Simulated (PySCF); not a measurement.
**Basis-set dependence of population analyses: `CC(C)CS[SiH3]`**

Species: C₄H₁₂SSi.
Numbering: `[CH3:1][CH:2]([CH3:3])[CH2:4][S:5][SiH3:6]` (hydrogens: H7, H8, H9 on C1; H10 on C2; H11, H12, H13 on C3; H14, H15 on C4; H16, H17, H18 on Si6)

PBE0 throughout (PySCF), one geometry, spherical d and f functions. Isolated species at its PBE0-D3(BJ)/def2-SVP geometry (one conformer only). Atoms taken as equivalent share a column and are averaged. The first 7 of 9 kinds of atom are listed.

Mulliken charges (e):

```
        basis  functions   C1/C3      C2      C4      S5     Si6  H7 (×6)     H10
       STO-3G         50  -0.232  -0.053  -0.218  -0.040  +0.431   +0.075  +0.077
        6-31G         86  -0.483  -0.138  -0.595  -0.097  +0.449   +0.167  +0.184
     pcSseg-0         86  -0.574  -0.478  -0.678  -0.198  +0.373   +0.231  +0.269
       6-31G*        116  -0.525  -0.122  -0.508  -0.129  +0.307   +0.177  +0.180
     def2-SVP        152  -0.046  -0.161  -0.138  -0.240  +0.344   +0.043  +0.049
      cc-pVDZ        152  -0.043  -0.179  -0.131  -0.159  +0.206   +0.044  +0.036
     pcSseg-1        176  -0.237  -0.342  -0.318  -0.246  +0.431   +0.118  +0.133
6-311+G(2d,p)        250  -0.709  +0.470  -0.219  -0.266  +0.222   +0.155  +0.108
  aug-cc-pVDZ        254  +0.892  -0.889  +0.638  -0.058  -0.711   -0.130  -0.375
    def2-TZVP        270  -0.388  -0.027  -0.177  -0.217  +0.135   +0.126  +0.087
```

IAO charges (e):

```json
{"basis": "STO-3G", "functions": "50", "C1/C3": "-0.388", "C2": "-0.129", "C4": "-0.338", "S5": "-0.066", "Si6": "+0.508", "H7 (×6)": "+0.130", "H10": "+0.132"}
{"basis": "6-31G", "functions": "86", "C1/C3": "-0.430", "C2": "-0.090", "C4": "-0.330", "S5": "-0.172", "Si6": "+0.364", "H7 (×6)": "+0.142", "H10": "+0.141"}
{"basis": "pcSseg-0", "functions": "86", "C1/C3": "-0.418", "C2": "-0.113", "C4": "-0.331", "S5": "-0.170", "Si6": "+0.340", "H7 (×6)": "+0.140", "H10": "+0.146"}
{"basis": "6-31G*", "functions": "116", "C1/C3": "-0.410", "C2": "-0.087", "C4": "-0.319", "S5": "-0.182", "Si6": "+0.502", "H7 (×6)": "+0.135", "H10": "+0.132"}
{"basis": "def2-SVP", "functions": "152", "C1/C3": "-0.399", "C2": "-0.086", "C4": "-0.312", "S5": "-0.179", "Si6": "+0.515", "H7 (×6)": "+0.132", "H10": "+0.129"}
{"basis": "cc-pVDZ", "functions": "152", "C1/C3": "-0.410", "C2": "-0.085", "C4": "-0.317", "S5": "-0.180", "Si6": "+0.499", "H7 (×6)": "+0.135", "H10": "+0.131"}
{"basis": "pcSseg-1", "functions": "176", "C1/C3": "-0.409", "C2": "-0.090", "C4": "-0.321", "S5": "-0.183", "Si6": "+0.515", "H7 (×6)": "+0.135", "H10": "+0.133"}
{"basis": "6-311+G(2d,p)", "functions": "250", "C1/C3": "-0.423", "C2": "-0.090", "C4": "-0.326", "S5": "-0.185", "Si6": "+0.530", "H7 (×6)": "+0.140", "H10": "+0.134"}
{"basis": "aug-cc-pVDZ", "functions": "254", "C1/C3": "-0.421", "C2": "-0.088", "C4": "-0.320", "S5": "-0.187", "Si6": "+0.502", "H7 (×6)": "+0.139", "H10": "+0.134"}
{"basis": "def2-TZVP", "functions": "270", "C1/C3": "-0.423", "C2": "-0.090", "C4": "-0.328", "S5": "-0.183", "Si6": "+0.538", "H7 (×6)": "+0.139", "H10": "+0.134"}
```

Hirshfeld charges (e):

| basis | functions | C1/C3 | C2 | C4 | S5 | Si6 | H7 (×6) | H10 |
| --- | --- | --- | --- | --- | --- | --- | --- | --- |
| STO-3G | 50 | -0.046 | +0.015 | -0.021 | -0.095 | +0.331 | +0.012 | +0.010 |
| 6-31G | 86 | -0.102 | -0.006 | -0.048 | -0.126 | +0.263 | +0.033 | +0.033 |
| pcSseg-0 | 86 | -0.106 | -0.003 | -0.052 | -0.096 | +0.288 | +0.031 | +0.026 |
| 6-31G* | 116 | -0.102 | -0.010 | -0.045 | -0.123 | +0.264 | +0.034 | +0.033 |
| def2-SVP | 152 | -0.115 | -0.019 | -0.059 | -0.071 | +0.277 | +0.036 | +0.033 |
| cc-pVDZ | 152 | -0.111 | -0.017 | -0.057 | -0.084 | +0.273 | +0.036 | +0.033 |
| pcSseg-1 | 176 | -0.117 | -0.024 | -0.062 | -0.083 | +0.283 | +0.037 | +0.034 |
| 6-311+G(2d,p) | 250 | -0.117 | -0.036 | -0.072 | -0.077 | +0.278 | +0.039 | +0.039 |
| aug-cc-pVDZ | 254 | -0.124 | -0.036 | -0.075 | -0.072 | +0.276 | +0.041 | +0.040 |
| def2-TZVP | 270 | -0.120 | -0.031 | -0.070 | -0.076 | +0.272 | +0.039 | +0.038 |

ESP-fitted charges (e):

| basis | functions | C1/C3 | C2 | C4 | S5 | Si6 | H7 (×6) | H10 |
| --- | --- | --- | --- | --- | --- | --- | --- | --- |
| STO-3G | 50 | -0.618 | +0.364 | -0.221 | -0.202 | +0.354 | +0.156 | +0.028 |
| 6-31G | 86 | -0.625 | +0.413 | -0.222 | -0.378 | +0.374 | +0.157 | +0.036 |
| pcSseg-0 | 86 | -0.770 | +0.510 | -0.301 | -0.376 | +0.425 | +0.193 | +0.032 |
| 6-31G* | 116 | -0.677 | +0.530 | -0.347 | -0.272 | +0.232 | +0.165 | +0.015 |
| def2-SVP | 152 | -0.597 | +0.487 | -0.321 | -0.235 | +0.221 | +0.144 | +0.009 |
| cc-pVDZ | 152 | -0.613 | +0.508 | -0.349 | -0.216 | +0.154 | +0.148 | +0.009 |
| pcSseg-1 | 176 | -0.664 | +0.556 | -0.330 | -0.279 | +0.294 | +0.159 | +0.001 |
| 6-311+G(2d,p) | 250 | -0.742 | +0.632 | -0.406 | -0.212 | +0.143 | +0.177 | 0.000 |
| aug-cc-pVDZ | 254 | -0.713 | +0.584 | -0.385 | -0.221 | +0.159 | +0.171 | +0.010 |
| def2-TZVP | 270 | -0.731 | +0.632 | -0.394 | -0.210 | +0.162 | +0.173 | -0.004 |

Some averages cover members that differ in this geometry, most widely: C1/C3, Mulliken in aug-cc-pVDZ +0.803 to +0.982; H7 (×6), Mulliken in aug-cc-pVDZ -0.186 to -0.063; C1/C3, Mulliken in 6-311+G(2d,p) -0.760 to -0.657; C1/C3, ESP-fitted in pcSseg-0 -0.795 to -0.745 e.

Q: Which scheme is steadiest as the basis changes?

A: Largest range over the bases for any column: Hirshfeld 0.08 e, IAO 0.20 e, ESP-fitted 0.28 e, Mulliken 1.60 e. Hirshfeld charges move least and Mulliken charges most, counted in e. Without the minimal STO-3G basis the ranges are Hirshfeld 0.06, IAO 0.20, ESP-fitted 0.28, Mulliken 1.60 e.

Q: How much do the charges still move between the two largest bases, aug-cc-pVDZ and def2-TZVP?

A: At most, over all atoms: Mulliken 1.385 e, IAO 0.037 e, Hirshfeld 0.005 e, ESP-fitted 0.048 e.

Q: What do the same runs give for the total energy, the frontier levels and the dipole moment?

A: 
```tsv
basis	energy (Eh)	HOMO (eV)	LUMO (eV)	μ (D)
STO-3G	-837.2914	-3.22	6.05	0.98
6-31G	-846.7523	-6.74	0.27	2.03
pcSseg-0	-845.7112	-7.00	0.30	2.02
6-31G*	-846.8501	-6.77	0.36	1.77
def2-SVP	-846.5637	-6.83	0.52	1.58
cc-pVDZ	-846.8978	-6.79	0.47	1.58
pcSseg-1	-846.8423	-6.94	0.22	1.69
6-311+G(2d,p)	-846.9575	-6.89	-0.10	1.61
aug-cc-pVDZ	-846.9108	-6.87	-0.19	1.62
def2-TZVP	-846.9709	-6.90	0.15	1.59
```

The dipole is fixed by the density alone, so its range of 1.05 D shows that the density itself changes with the basis, not only its division among atoms.
